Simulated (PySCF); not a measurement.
A structure optimised at PBE0-D3(BJ)/def2-SVP, used in a PySCF frequency run:

```xyz
13

O     -1.6899     0.0600     1.2534
C     -1.6611    -0.7452     0.0755
Si    -0.0454    -1.7590     0.2930
Si     1.1287     0.1146    -0.5158
Cl     1.6714     1.5317     0.9057
Si    -1.0536     0.3768    -1.3691
H     -2.2779     0.8106     1.1098
H     -2.5903    -1.3255    -0.0761
H      0.0306    -2.8280    -0.7558
H      0.1498    -2.3455     1.6506
H      2.2823    -0.0610    -1.4446
H     -1.7396     1.7084    -1.3569
H     -1.1978    -0.2600    -2.7171
```

**Question.** Write its SMILES and formula.

**Answer.** O[C@H]1[SiH2][Si@@H](Cl)[SiH2]1, CH7ClOSi3

**Question.** What are its rotational constants (standard atomic weights)?

**Answer.** 1.9869, 1.0978, 1.0465 GHz
